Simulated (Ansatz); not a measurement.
`C[N](C)[Ga]([OH])[N](C)C`, charge 0, multiplicity 1.

(1) Give a relaxed structure at PBE0-D4/def2-TZVP (Ansatz 0.2.0). (An estimate is asked.)

Answers

(1) Ansatz gave: 
```xyz
21

C     1.803   -1.168    0.844
N     1.530   -0.333   -0.294
C     2.709   -0.016   -1.055
Ga   -0.118    0.288   -0.756
O    -0.396    0.927   -2.408
N    -1.583    0.345    0.308
C    -2.887    0.618   -0.243
C    -1.590    0.170    1.734
H     0.882   -1.455    1.355
H     2.310   -2.098    0.544
H     2.454   -0.670    1.579
H     3.194   -0.921   -1.453
H     3.459    0.510   -0.445
H     2.469    0.633   -1.901
H     0.293    0.703   -3.036
H    -3.329    1.522    0.202
H    -3.587   -0.210   -0.058
H    -2.825    0.774   -1.321
H    -2.031    1.042    2.240
H    -2.178   -0.709    2.040
H    -0.579    0.047    2.124
```
This is one stationary point; other conformers may exist.
